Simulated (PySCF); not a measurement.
**Rh⁺ (rhodium, charge +1): UHF calculation**

Configuration: [Kr] 4d8, high-spin 3F determinant. Calculation: PySCF 2.14, in x2c-TZVPall (8s6p6d1f, 63 functions); the spin-free X2C one-electron Hamiltonian (Gaussian nucleus).

```
Total energy                        : -4780.955317 hartree
One-electron energy                 : -6583.1871 hartree
Hartree (Coulomb) energy            : 1939.7874 hartree
Exchange energy                     : -137.5556 hartree
⟨S²⟩                                : 2.0034
⟨L²⟩                                : 12.035
Sum of ⟨r⟩                          : 28.58 bohr
Sum of ⟨r²⟩                         : 36.04 bohr²
Langevin diamagnetic susceptibility : -28.5 ×10⁻⁶ cm³/mol
Time after the integrals            : 0.35 s of wall time on 1 thread of Neoverse-V2 (shared host)
```

```tsv
shell	electrons	mean orbital energy (eV)	spread (eV)	rms radius, mean of both spins (bohr)
1s β	1	-23349.0	0	0.0374
1s α	1	-23349.0	0	0.0374
2s α	1	-3473.3	0	0.154
2s β	1	-3472.8	0	0.154
2p α	3	-3108.1	0	0.137
2p β	3	-3107.6	0	0.137
3s α	1	-661.96	0	0.415
3s β	1	-661.69	0	0.415
3p α	3	-538.62	0	0.419
3p β	3	-538.28	0	0.419
3d α	5	-341.24	0.283	0.403
3d β	5	-340.45	1.078	0.403
4s α	1	-110.24	0	1.05
4s β	1	-106.94	0	1.05
4p α	3	-73.545	0	1.17
4p β	3	-69.287	0	1.17
4d α	5	-20.076	1.039	1.67
4d β	3	-18.398	0	1.67
```

Densities and radii are taken from the X2C orbitals without a picture-change correction, which distorts them close to the nucleus.
